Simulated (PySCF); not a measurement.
# Static response to an electric field

Species: GeH₆N₂.
Structure used (PBE0-D3(BJ)/def2-SVP), in Å, numbered top down from 1:
```
atom  x, y, z in Å
N1     1.435   -0.332    0.403
Ge2   -0.233    0.400    0.227
N3    -1.510   -0.889   -0.082
H4     1.461   -1.187    0.953
H5     1.919   -0.496   -0.475
H6    -0.654    1.056    1.554
H7    -0.089    1.453   -0.897
H8    -2.454   -0.625    0.190
H9    -1.539   -1.269   -1.024
```

Level: PBE0/def2-SVPD (PySCF), static field, nuclei fixed, core orbitals frozen in the response. The polarisability tensor in these axes (au):

```
x   53.37  1.22  0.66
y    1.22 49.00  0.02
z    0.66  0.02 46.06
```

Task: What are the eigenvalues, a third of the trace, and Δα (Δα² = ½Σ(αi − αj)² over the three pairs)?

Result: Principal values 46.00, 48.69 and 53.74 au; mean 49.48 au = 7.33 Å³ = 8.16 × 10⁻⁴⁰ C²·m²/J; Δα = 6.81 au (14 % of the mean).

Task: What is the dipole moment, and where does it point?

Result: (-0.77, -0.58, -1.20) D, 1.54 D in size, pointing from the negative to the positive side. Measured along this direction, the outermost atoms are H6 at the negative end and H9 at the positive end.

Task: In a dilute gas of rigid molecules at 298 K, how does the orientational term μ²/3kT compare with the electronic polarisability?

Result: In Gaussian units μ²/3kT = 19.18 Å³ against 7.33 Å³, a ratio of 2.62; the Debye molar polarisation (4π/3)N_A(α + μ²/3kT) is 66.9 cm³/mol, leaving out the vibrational part.

Task: Along which axes do the principal values lie, and how far do the nuclei extend along each?

Result: Largest value along (0.97, 0.25, 0.08), where the nuclei span 4.20 Å; middle along (-0.24, 0.97, -0.05), 3.03 Å; least along (-0.09, 0.03, 1.00), 2.55 Å. The response follows the extents in order.

Task: Form Σ f/ω² (atomic units) for the 10 lowest TDDFT singlets, given as eV and f, and set it beside the mean polarisability, which is this sum over all singlets: 6.28, 0.0359; 6.53, 0.0501; 6.93, 0.0077; 7.17, 0.0330; 7.38, 0.0369; 7.66, 0.0544; 7.89, 0.0192; 8.14, 0.0170; 8.18, 0.0261; 8.38, 0.0079.

Result: They add up to 4.12 au, 8.3 % of the 49.48 au; the largest single term is 0.87 au, from the state at 6.53 eV. Terms in order: 0.67, 0.87, 0.12, 0.48, 0.50, 0.69, 0.23, 0.19, 0.29, 0.08 au. Higher excitations give the rest. The strengths listed sum to 0.288.

Task: Give the eigenvalues of the traceless quadrupole moment Θ = ½Σq(3rr − r²1), origin at the centre of nuclear charge.

Result: -4.82, 0.10, 4.72 D·Å. The values depend on the origin, since the dipole doesn't vanish. The electronic extent ⟨r²⟩ about the same centre is 318 bohr², a root-mean-square distance of 1.31 Å for the 52 electrons.

Task: Find the Langevin capture rate constant for O2+ (31.990 u) meeting this molecule (107.974 u), k = 2.342 × 10⁻⁹ cm³/s × √(α in Å³ / reduced mass in u).

Result: The reduced mass is 24.68 u, so k = 1.28 × 10⁻⁹ cm³/s. The formula leaves out the permanent dipole, which adds to the capture rate.

One conformer (not necessarily the lowest) at the PBE0-D3(BJ)/def2-SVP geometry, without solvent, vibrations or thermal averaging. The calculation is non-relativistic, for germanium too.
